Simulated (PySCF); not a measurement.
Chain-length series, n-germane mercapto/mercapto (end groups after the name). Isolated molecules, 0 K electronic values unless said otherwise. One relaxed conformer stands for each flexible species; it need not be the lowest. Strings in code marks are SMILES.

Calculation: PBE-D3(BJ)/def2-TZVP // B3LYP-D3(BJ)/def2-SVP (PySCF 2.14.0). 

```json
[
 {"species": "n = 1 (`[SH][GeH2][SH]` (H–S–Ge–S torsion -140°, S–Ge–S–H torsion -140°))", "HOMO–LUMO gap (eV)": "4.73", "HOMO (eV)": "-6.14"},
 {"species": "n = 2 (`[GeH2]([GeH2][SH])[SH]`)", "HOMO–LUMO gap (eV)": "4.13", "HOMO (eV)": "-5.89"},
 {"species": "n = 3 (`[SH][GeH2][GeH2][GeH2][SH]`)", "HOMO–LUMO gap (eV)": "3.84", "HOMO (eV)": "-5.86"},
 {"species": "n = 4 (`[SH][GeH2][GeH2][GeH2][GeH2][SH]`)", "HOMO–LUMO gap (eV)": "3.78", "HOMO (eV)": "-5.85"},
 {"species": "n = 5 (`[SH][GeH2][GeH2][GeH2][GeH2][GeH2][SH]`)", "HOMO–LUMO gap (eV)": "3.84", "HOMO (eV)": "-5.94"},
 {"species": "n = 6 (`[SH][GeH2][GeH2][GeH2][GeH2][GeH2][GeH2][SH]`)", "HOMO–LUMO gap (eV)": "3.61", "HOMO (eV)": "-5.82"}
]
```
